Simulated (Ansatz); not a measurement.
Reaction (redistribution): `Cl[SiH2]Cl` + `C[SiH2][S][SbH2]` → `C[SiH2]S[SiH](Cl)Cl` + `[SbH3]`

Calculated with Ansatz (gas phase, PBE0-D4/def2-TZVP geometries, no zero-point term in ΔE). CBS: MP2 limit from def2 TZ/QZ plus the TZ coupled-cluster correction, frozen cores. def2 core potentials past Kr. For Sb outer-core shells are correlated without core-valence functions, which leaves a few kJ/mol of doubt a bond. Each species was taken in one conformer, which may not be the lowest.

```tsv
level	ΔE (kcal/mol)
SCS-MP2/def2-QZVPP	-3.8
MP2/CBS(def2)	-4.6
```

What does CCSD(T)/CBS give? (Best estimate.)

Ansatz gave: -4.6 kcal/mol. The listed levels differ from it by 0.8, 0.0 kcal/mol.

Largest T1 diagnostic among the species: 0.014.

In def2-TZVPP, CCSD(T) changes the Hartree–Fock value by −4.2 kcal/mol (the triples alone add −0.5 kcal/mol) and MP2 by −4.2 kcal/mol. The D4 term adds −3.1 kcal/mol with B3LYP and −1.8 kcal/mol with PBE0; it sums over pairs of atoms, weighted by their polarisabilities, and B3LYP, whose exchange is more repulsive, gets the larger term.

B3LYP here is the variant with VWN-RPA as its local correlation; programs differ in this.
